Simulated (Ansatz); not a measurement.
A nudged elastic band was laid between two geometries of BH$_{7}$OSSi (11 atoms, charge 0, multiplicity 1).

These are results of Ansatz, RKS LDA/def2-SVP, not measurements.

```json
{
 "movable images": "5",
 "climbing image": "yes",
 "spring": "5.0 eV/Å²",
 "optimiser": "quadratic models (default)",
 "start path": "through a guess of the saddle point",
 "force threshold": "0.05 eV/Å",
 "iteration limit": "60",
 "end points": "relaxed"
}
```

First end point:

```xyz
11
Properties=species:S:1:pos:R:3
B -0.981 0.207 0.533
S -1.493 -1.511 1.102
H -1.199 1.119 1.314
H -1.368 0.385 -0.626
H 0.638 -0.937 0.695
O 0.626 0.030 0.413
Si 1.170 0.423 -1.181
H -1.378 -1.303 2.446
H 0.509 -0.482 -2.176
H 0.819 1.863 -1.364
H 2.656 0.207 -1.157
```

Last end point:

```xyz
11
Properties=species:S:1:pos:R:3
B -1.242 0.295 0.246
S -0.763 -1.388 1.410
H -2.097 0.782 0.982
H -1.673 -0.337 -0.729
H 0.390 -1.717 0.738
O -0.057 1.036 0.085
Si 1.091 0.638 -1.040
H -0.052 -0.780 2.410
H 0.543 0.620 -2.443
H 2.234 1.606 -0.925
H 1.625 -0.755 -0.734
```

Question: What changes between the two ends?

Answer: Bonds broken: H5–O6. Bonds formed: S2–H5.

Question: Give the energies along the band, and the barrier.

Answer: The run converged. The highest image is number 3 of 0 to 6, 25.9 kJ/mol above the first end and 33.6 kJ/mol above the last; the last end lies 7.6 kJ/mol below the first. A vibrational analysis at the climbing image gives one clearly imaginary mode, 750i cm⁻¹: a first-order saddle point. The orbitals stay closed-shell, which can raise the energy where a bond breaks towards radicals; this wasn't checked here.

| image | path coordinate (Å) | energy (kJ/mol) | H5–O6 (Å) | S2–H5 (Å) |
| --- | --- | --- | --- | --- |
| 0 | 0.00 | 0.0 | 1.01 | 2.24 |
| 1 | 0.58 | 1.2 | 1.01 | 2.23 |
| 2 | 1.16 | 3.9 | 1.02 | 2.14 |
| 3 | 1.73 | 25.9 | 1.35 | 1.55 |
| 4 | 3.00 | -2.9 | 2.71 | 1.37 |
| 5 | 4.27 | -5.5 | 3.07 | 1.37 |
| 6 | 5.54 | -7.6 | 2.86 | 1.37 |

Question: What is the geometry of the highest image?

Answer: 
```xyz
11
Properties=species:S:1:pos:R:3:forces:R:3
B -1.072 0.187 0.401 0.00 0.00 -0.01
S -1.289 -1.520 1.419 0.00 0.00 0.00
H -1.314 1.150 1.115 0.00 0.00 0.00
H -1.763 0.046 -0.606 0.00 0.00 0.00
H 0.083 -1.213 0.763 0.00 0.00 0.00
O 0.400 -0.049 0.150 0.01 0.00 0.03
Si 1.260 0.500 -1.189 0.00 0.00 -0.01
H -0.865 -1.065 2.637 0.00 0.00 0.00
H 0.604 0.038 -2.463 0.00 0.00 0.00
H 1.315 2.002 -1.158 0.00 0.00 0.00
H 2.642 -0.076 -1.069 0.00 0.00 0.00
```

Question: What are the harmonic wavenumbers there?

Answer: 750i, 37, 100, 149, 319, 376, 493, 575, 671, 686, 784, 836, 884, 894, 904, 924, 990, 1051, 1064, 1142, 1558, 2162, 2177, 2191, 2444, 2536, 2590 cm⁻¹.

The band took 20 iterations and of the order of 2.8 core-minutes.

Run time: 89 s on 2 threads of Arm Neoverse V2, on a shared host, peak memory 0.14 GiB.
